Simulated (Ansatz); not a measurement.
Geometry optimisation, RKS BHLYP-D4/6-31G* (Ansatz).

Input file:

```yaml
crystal:
  periodic: [false, false, false]
  atoms:
    - { symbol: C, position_ang: [-0.3116, -1.0757, 1.5759] }
    - { symbol: S, position_ang: [1.0473, -0.1136, 0.9201] }
    - { symbol: Si, position_ang: [0.2088, 1.1026, -0.6347] }
    - { symbol: "N", position_ang: [0.292, 0.1119, -1.9858] }
    - { symbol: Cl, position_ang: [1.4159, 2.7178, -0.9724] }
    - { symbol: Cl, position_ang: [-1.6246, 1.7754, -0.1677] }
    - { symbol: H, position_ang: [0.0182, -1.7412, 2.3194] }
    - { symbol: H, position_ang: [-0.8205, -1.5743, 0.762] }
    - { symbol: H, position_ang: [-1.0744, -0.3428, 2.0852] }
    - { symbol: H, position_ang: [-0.2547, -0.7603, -1.7149] }
    - { symbol: H, position_ang: [1.169, -0.1568, -2.1664] }
basis:
  gaussian: { orbitals: "6-31G*" }
hamiltonian:
  xc: { name: BHLYP }
  dispersion: d4
relax:
  f_tol: 0.02
  max_steps: 50
```

Launched with:

```bash
$ ansatz run input.yaml --threads 2 --pin off --max-ram 3072MiB --backend cpu --events-out ev --progress --plain --runs-dir out
```

Q: Where does it end, and by what steps?

A: The run converged. After 19 steps the energy has fallen by 0.971 eV; H10 moved furthest, 1.09 Å.

```json
{"step": "0", "energy less start (eV)": "0.0000", "largest force component (eV/Å)": "5.792", "accepted": "yes"}
{"step": "1", "energy less start (eV)": "-0.6583", "largest force component (eV/Å)": "0.998", "accepted": "yes"}
{"step": "2", "energy less start (eV)": "-0.7544", "largest force component (eV/Å)": "0.688", "accepted": "yes"}
{"step": "3", "energy less start (eV)": "-0.8372", "largest force component (eV/Å)": "0.456", "accepted": "yes"}
{"step": "4", "energy less start (eV)": "-0.8489", "largest force component (eV/Å)": "0.340", "accepted": "yes"}
{"step": "5", "energy less start (eV)": "-0.8478", "largest force component (eV/Å)": "1.451", "accepted": "no"}
{"step": "6", "energy less start (eV)": "-0.8711", "largest force component (eV/Å)": "0.222", "accepted": "yes"}
{"step": "7", "energy less start (eV)": "-0.8873", "largest force component (eV/Å)": "0.190", "accepted": "yes"}
{"step": "8", "energy less start (eV)": "-0.9033", "largest force component (eV/Å)": "0.166", "accepted": "yes"}
{"step": "9", "energy less start (eV)": "-0.8802", "largest force component (eV/Å)": "1.666", "accepted": "no"}
{"step": "10", "energy less start (eV)": "-0.9159", "largest force component (eV/Å)": "0.247", "accepted": "yes"}
{"step": "11", "energy less start (eV)": "-0.9287", "largest force component (eV/Å)": "0.414", "accepted": "yes"}
{"step": "12", "energy less start (eV)": "-0.9543", "largest force component (eV/Å)": "0.316", "accepted": "yes"}
{"step": "13", "energy less start (eV)": "-0.9667", "largest force component (eV/Å)": "0.125", "accepted": "yes"}
{"step": "14", "energy less start (eV)": "-0.9419", "largest force component (eV/Å)": "0.568", "accepted": "no"}
{"step": "15", "energy less start (eV)": "-0.9704", "largest force component (eV/Å)": "0.065", "accepted": "yes"}
{"step": "16", "energy less start (eV)": "-0.9710", "largest force component (eV/Å)": "0.046", "accepted": "yes"}
{"step": "17", "energy less start (eV)": "-0.9711", "largest force component (eV/Å)": "0.111", "accepted": "yes"}
{"step": "18", "energy less start (eV)": "-0.9712", "largest force component (eV/Å)": "0.086", "accepted": "yes"}
{"step": "19", "energy less start (eV)": "-0.9714", "largest force component (eV/Å)": "0.016", "accepted": "yes"}
```

```xyz
11
Properties=species:S:1:pos:R:3
C -0.227 -1.058 1.586
S 1.021 0.247 1.291
Si 0.256 1.059 -0.491
N 0.123 -0.124 -1.697
Cl 1.509 2.624 -0.947
Cl -1.641 1.826 -0.288
H 0.125 -1.635 2.432
H -0.322 -1.703 0.722
H -1.187 -0.619 1.828
H -0.518 -0.007 -2.461
H 0.928 -0.667 -1.954
```

Run time: 110 s on 2 threads of Arm Neoverse V1, with other jobs on the host, peak memory 0.31 GiB.
